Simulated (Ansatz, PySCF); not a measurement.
This Ansatz (a first-principles code) input computes a CCSD(T)/cc-pVDZ energy:

Ansatz 0.2 input:
```yaml
crystal:
  periodic: [false, false, false]
  atoms:
    - {symbol: O, position_ang: [-0.00000000, -0.00000000, -0.51622979]}
    - {symbol: O, position_ang: [0.00000000, 0.00000000, 0.51622979]}
basis:
  gaussian:
    orbitals: cc-pVDZ
total_charge: 2
magnetization: {spin_polarized: false}
correlation: {method: ccsd_t, electrons: outside_noble_gas}
```

Task: Write an input for the same energy in PySCF and say what it gives.

Result: 
```python
from pyscf import gto, scf, mp, cc as ccmod

mol = gto.M(
    atom='''
    O    -0.00000000   -0.00000000   -0.51622979
    O     0.00000000    0.00000000    0.51622979
    ''',
    basis='cc-pvdz',
    charge=2,
    spin=0,
    verbose=4,
)

mf = scf.RHF(mol)
mf.conv_tol = 1e-10
mf.max_cycle = 100
mf.kernel()
mp2 = mp.MP2(mf, frozen=2).run()
cc = ccmod.CCSD(mf, frozen=2)
cc.max_cycle = 100
cc.kernel()
et = cc.ccsd_t()
print(f'E(CCSD(T)) = {cc.e_tot + et:.9f}')
```
It gives -148.68586 Eh, and Ansatz -148.68586 Eh, a difference of 0.00 mEh.
